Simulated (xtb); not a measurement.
TaF₅, SMILES [F][Ta]([F])([F])([F])[F], multiplicity 1. All values are semi-empirical tight-binding results from xtb (GFN2-xTB unless named), good for trends rather than for accurate numbers. Geometry: GFN2-xTB. The multiplicity is an assumed one; other spin states were not compared. The isomer is the one that the SMILES or the coordinates give; other isomers of the formula were not compared.

Optimised geometry:

```xyz
6

Ta     0.0000     0.0000     0.0000
F      0.0000     0.0000     1.7955
F      0.0000     0.0000    -1.7955
F     -1.8183     0.0000     0.0000
F      0.9092     1.5747     0.0000
F      0.9092    -1.5747     0.0000
```
Charge 0, spin multiplicity 1.

For metal compounds this method's bond lengths and energies can be far off.

Computed properties:
The point group as xtb finds it is D3h and the orbital gap is 6.48 eV. The zero-point energy comes out as 5.3 kcal/mol and the G − E(el) at 298.15 K (modified RRHO) comes out as -14.9 kcal/mol.

Computed atomic charges and the Wiberg bond orders between heavy atoms:
charges (e) Ta1 1.87, F2 -0.40, F3 -0.40, F4 -0.36, F5 -0.36, F6 -0.36. Bond orders Ta1–F2 0.92, Ta1–F3 0.92, Ta1–F4 0.99, Ta1–F5 0.99, Ta1–F6 0.99.
